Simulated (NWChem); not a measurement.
C3H7NSi; SMILES C#CCN[SiH3]

```xyz
12

C      0.7787    -2.6550    -0.1095
C     -0.0140    -1.7605     0.0878
C     -0.9675    -0.6630     0.2987
N     -0.6929     0.5469    -0.4458
Si     0.4369     1.7633     0.0745
H      1.4843    -3.4473    -0.2796
H     -0.9917    -0.4208     1.3759
H     -1.9821    -1.0316     0.0625
H     -0.8011     0.4231    -1.4476
H      0.1048     2.1112     1.4897
H      0.2496     2.9425    -0.8213
H      1.8871     1.3796     0.0359
```
Atoms are numbered in this order, from 1.

All runs: NWChem. Pople sets run with spherical d functions. Geometry: optimised at PBE0/def2-SVP. No frequency run checked for a minimum.

### Question
Taking PBE0/6-311G** as the yardstick, which of these has the fewest basis functions while keeping “highest occupied level (eV)” within 0.1 eV of it: PBE0/6-31G*; PBE0/3-21G; PBE0/STO-3G?

### Answer
none of them.
```tsv
level	basis functions	highest occupied level (eV)	relative time (rough)
PBE0/STO-3G	36	-3.72	1
PBE0/3-21G	63	-6.59	2
PBE0/6-31G*	88	-6.86	5
PBE0/6-311G**	140	-7.05	6
```

The yardstick is one finite set, not the basis-set limit.
